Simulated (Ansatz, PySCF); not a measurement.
Constitutional and geometric isomers with formula C2H7NO. All species are isolated molecules in the gas phase. One relaxed conformer stands for each flexible species; it need not be the lowest. Strings in code marks are SMILES.

Quantity: electronic energy of isomers of C2H7NO relative to `C[C@@H](N)O`, in eV.

Level 1: B3LYP/cc-pVTZ // PBE0-D3(BJ)/def2-TZVP (Ansatz, a quantum-chemistry and plane-wave program)
Level 2: PBE-D3(BJ)/def2-TZVP // PBE0-D3(BJ)/def2-TZVP (PySCF)
Level 3: PBE/6-31G* // PBE0-D3(BJ)/def2-TZVP (PySCF)
Level 4: SVWN5/6-31G* // PBE0-D3(BJ)/def2-TZVP (PySCF)

```json
[
 {"species": "`CNCO` (C–N–C–O torsion 57°, N–C–O–H torsion 71°)", "level 2": "0.430", "level 3": "0.333", "level 4": "0.368"},
 {"species": "`COCN`", "level 2": "0.52", "level 3": "0.315", "level 4": "0.344"}
]
```

Q: What does level 1 give for each?

A: 
- `CNCO` (C–N–C–O torsion 57°, N–C–O–H torsion 71°): 0.412
- `COCN`: 0.48
